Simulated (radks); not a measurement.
The numbers below are computed, except where a source is named.
Q: Valence configurations of Ho (all share [Xe]). Code: a radial shooting solver on a logarithmic mesh with Libxc functionals. Model: scalar-relativistic Kohn-Sham, LDA (Slater exchange, Perdew-Wang correlation), spin-polarised, spherical densities, point nucleus; open shells are filled with parallel spins first (spin-orbit coupling, left out, can overturn this in heavy ions). Order these by energy: 4f10.5 5d1.5 6s1; 4f10 6s1 6p2; 4f11 6s2; 4f11 5d2; 4f11 6s1 6p1; 4f11 5d1 6s1; 4f10 5d1 6s2; 4f9 6s2 6p2.

A: From the lowest, in eV above it: 4f11 6s2 0.000; 4f11 5d1 6s1 2.253; 4f11 6s1 6p1 2.344; 4f10.5 5d1.5 6s1 2.743; 4f10 5d1 6s2 2.925; 4f11 5d2 5.162; 4f10 6s1 6p2 7.389; 4f9 6s2 6p2 17.751. NIST lists [Xe] 4f11 6s2 as the ground configuration; this level of theory agrees among the configurations tried. The energies are those of spherical high-spin densities, not of single terms. No valid solution was reached for [Xe] 4f13; [Xe] 4f12 6s1.
